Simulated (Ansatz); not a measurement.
H6ClGaSi2 (SMILES [SiH3][Ga]([SiH3])[Cl]), singlet, at a GFN2-xTB geometry (such geometries of metal compounds can be far from the true shape); SC-NEVPT2/STO-3G, CASSCF(2,2) run with Ansatz (a quantum-chemistry and plane-wave program).

The Ansatz input:
Ansatz 0.2 input:
```yaml
crystal:
  periodic: [false, false, false]
  atoms:
    - {symbol: Ga, position_ang: [-0.03815141, -0.00546893, 0.01157868]}
    - {symbol: Cl, position_ang: [2.01434714, 0.04845751, -0.56213719]}
    - {symbol: Si, position_ang: [-0.43639777, -1.39501617, 1.98743282]}
    - {symbol: H, position_ang: [-1.18546560, -2.62613149, 1.65192592]}
    - {symbol: H, position_ang: [-1.24557590, -0.68564114, 3.00182050]}
    - {symbol: H, position_ang: [0.81534880, -1.81349567, 2.64621534]}
    - {symbol: Si, position_ang: [-1.43420757, 1.35791346, -1.46601739]}
    - {symbol: H, position_ang: [-2.78868707, 1.56636249, -0.91412532]}
    - {symbol: H, position_ang: [-1.61378135, 0.72723329, -2.79159352]}
    - {symbol: H, position_ang: [-0.85457158, 2.69686953, -1.69666618]}
basis:
  gaussian:
    orbitals: STO-3G
magnetization: {spin_polarized: false}
correlation: {method: sc_nevpt2, electrons: all, active_space: {window: {electrons: 2, orbitals: 2}}}
```

Output, abridged:

```
Functional definition: HF
546 factors; integrals over basis functions are off by at most 7.2e-5 eV
mean field evaluation 1: about -79734.3328 eV, gradient 1.6e1 eV
mean field evaluation 2: about -79734.3611 eV, gradient 1.6e1 eV
mean field evaluation 4: about -79736.0684 eV, gradient 1.5e0 eV
mean field evaluation 8: about -79736.1002 eV, gradient 8.2e-2 eV
mean field evaluation 16: about -79736.0999 eV, gradient 6.6e-3 eV
mean field evaluation 32: about -79736.0222 eV, gradient 1.5e0 eV
mean field evaluation 64: about -79736.1000 eV, gradient 1.7e-1 eV
mean field -79736.10094654 eV, -2930.2476627151 hartree, gradient 2.0e-6 eV, S^2 0.000000; 6 other end points of the search recorded, 0 dependent functions left out; unrestricted orbitals would lower it
reference -79736.10094654 eV, -2930.2476627151 hartree; 41, 41 occupied and 10, 10 virtual orbitals, 546 factors
state -79736.54236598 eV, -2930.2638845803 hartree
state -79736.54236598 eV, -2930.2638845803 hartree; corrected -79739.82929801 eV, -2930.3846771044 hartree
state -79736.30322572 eV, -2930.2550963378 hartree
state -79736.30322572 eV, -2930.2550963378 hartree; corrected -79739.71857432 eV, -2930.3806080837 hartree
state -79736.54236598 eV, -2930.2638845803 hartree; corrected -79739.82929801 eV, -2930.3846771044 hartree
2 active orbitals were swapped for others, from the solution at -79736.30309674 eV, -2930.2550915977 hartree to that at -79736.54234676 eV, -2930.2638838737 hartree; typed "places" are swapped only where nearly empty or full, and so, without "given_window_search", are "orbital_numbers", "shells" and a window whose orbitals a file names under [Active]
Total energy: -79739.82929801 eV, -2930.3846771044 hartree
```
